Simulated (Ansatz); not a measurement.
The first iterations of a band of CH₄ClOSi (8 atoms, charge 1, multiplicity 1).

Computed with Ansatz 0.2.0, RKS PBE0-D4/def2-SVP.

```json
{"movable images": "7", "climbing image": "yes", "spring": "5.0 eV/Å²", "optimiser": "quadratic models (default)", "start path": "through a guess of the saddle point", "force threshold": "0.03 eV/Å", "iteration limit": "10", "end points": "relaxed"}
```

Initial state:

```xyz
8
Properties=species:S:1:pos:R:3
O 0.409 1.560 -1.057
Si 0.117 0.718 0.264
C -0.544 -0.996 0.274
Cl 1.301 -1.215 0.504
H 0.344 1.326 -1.992
H 0.265 1.491 1.500
H -1.051 -1.389 1.165
H -0.841 -1.495 -0.658
```

Final state:

```xyz
8
Properties=species:S:1:pos:R:3
O 0.270 1.618 -1.016
Si 0.526 0.550 0.140
C -0.197 -1.138 0.169
Cl -1.315 -0.142 1.294
H -0.298 1.591 -1.797
H 1.536 0.969 1.114
H -0.796 -1.516 -0.670
H 0.274 -1.931 0.766
```

| iteration | highest image above the first end (eV) | largest band force component (eV/Å) |
| --- | --- | --- |
| 1 | 18.321 | 65.095 |
| 2 | 4.709 | 23.008 |
| 3 | 1.918 | 11.310 |

Question: Does the band converge within its limit, and where does its top end?

Answer: The forces met the threshold. It ended after 10 iterations with the highest image 0.387 eV above the first end. Another band between the same ends (7 images) ends at a top of the same energy, where a vibrational analysis finds 1 clearly imaginary mode.

Time of the run: 6.4 min on 1 thread of Arm Neoverse N1 (shared host), peak memory 0.17 GiB.
